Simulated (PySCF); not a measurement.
SnH₃Br, SMILES [Br][SnH3].

Geometry: B3LYP-D3(BJ)/def2-TZVP. The def2 effective core potentials stand for the cores of Sn; spin–orbit coupling is left out.

Calculation: PySCF with ωB97X/def2-TZVPD.

Symmetry labels are those of the subgroup Cs that the program uses (full group C3v).

Computed valence orbital energies around the gap with their symmetry:
| orbital | symmetry | energy (eV) |
|---|---|---|
| HOMO−7 | A" | -31.70 |
| HOMO−6 | A' | -23.91 |
| HOMO−5 | A' | -17.70 |
| HOMO−4 | A" | -12.45 |
| HOMO−3 | A' | -12.45 |
| HOMO−2 | A' | -11.85 |
| HOMO−1 | A" | -10.49 |
| HOMO | A' | -10.49 |
| LUMO | A' | 0.60 |
| LUMO+1 | A' | 1.26 |
| LUMO+2 | A' | 2.00 |
| LUMO+3 | A' | 2.12 |
